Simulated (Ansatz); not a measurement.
AlAsCl$_{3}$H$_{3}$, SMILES `[Cl][Al-]([Cl])([Cl])[AsH3+]` from Hartree–Fock to CCSD(T)

| atom | x (Å) | y (Å) | z (Å) |
| --- | --- | --- | --- |
| Cl1 | 2.062 | -0.263 | -1.770 |
| Al2 | 1.178 | 0.784 | -0.174 |
| Cl3 | 2.042 | 0.548 | 1.730 |
| Cl4 | 0.300 | 2.645 | -0.611 |
| As5 | -0.953 | -0.634 | 0.141 |
| H6 | -1.910 | -0.750 | -1.013 |
| H7 | -0.798 | -2.091 | 0.476 |
| H8 | -1.921 | -0.238 | 1.221 |

The species carries charge 0 and has multiplicity 1. Correlated methods include outer-core shells of As, which these sets cover unevenly. Scalar relativity is left out up to krypton. Geometry: relaxed with PBE0-D4/def2-TZVP. Frozen core, restricted reference, Ansatz 0.2.0.

```json
{"basis": "def2-SVP", "HF (Eh)": "?", "MP2 corr.": "?", "CCSD corr.": "-0.75182", "(T)": "?", "CCSD(T) total": "?"}
{"basis": "def2-TZVPP", "HF (Eh)": "-3856.64466", "MP2 corr.": "-0.92314", "CCSD corr.": "?", "(T)": "-0.03935", "CCSD(T) total": "?"}
{"basis": "def2-QZVPP", "HF (Eh)": "-3856.73528", "MP2 corr.": "-1.27290", "CCSD corr.": "–", "(T)": "–", "CCSD(T) total": "–"}
```

Problem. Fill in the withheld values. (Estimate.)

Solution. The calculation gave: def2-SVP HF (Eh): -3855.80869; def2-SVP MP2 corr.: -0.70097; def2-SVP (T): -0.01656; def2-SVP CCSD(T) total: -3856.57707; def2-TZVPP CCSD corr.: -0.98545; def2-TZVPP CCSD(T) total: -3857.66946.
